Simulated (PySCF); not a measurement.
# Diatomic cations of Al with the alkaline earths

PBE0 with double-zeta basis sets in PySCF, for the lowest determinant that a PBE0 search found; no spin–orbit coupling. De refers to high-spin ground-configuration atoms (the charge goes to the atom of lower measured ionisation energy or higher electron affinity, which is not always the lowest computed limit). A positive dipole points towards Al; it is taken about the centre of mass and depends on that origin.

| M | basis | charged atom | state (unpaired electrons) | Re (Å) | ωe (cm⁻¹) | De (eV) | μ (D) |
| --- | --- | --- | --- | --- | --- | --- | --- |
| Be | def2-SVP | Al+ | singlet (closed shell) | 2.802 | 267 | 0.80 | -2.40 |
| Mg | x2c-SVPall | Al+ | singlet (closed shell) | 3.150 | 183 | 1.04 | -0.82 |
| Ca | pcseg-1 | Al+ | singlet (closed shell) | 3.485 | 165 | 1.62 | -2.76 |
| Sr | def2-SVP | Sr+ | singlet (closed shell) | 3.640 | 139 | 1.27 | -0.57 |

The shortest bond is that of BeAl⁺ (2.802 Å), the longest that of SrAl⁺ (3.640 Å). CaAl⁺ is bound most strongly (1.62 eV) and BeAl⁺ least (0.80 eV).

The rows differ in basis set, which adds steps of its own.

Down a group the atoms grow and get heavier, so bonds lengthen and wavenumbers fall; this series shows no clear exception.

Closed-shell solutions of metal pairs were not tested for spin polarisation, which can lower them a little. For an ion De counts to the pair picked by the measured ionisation energies or electron affinities, which need not be the lowest pair at this level.
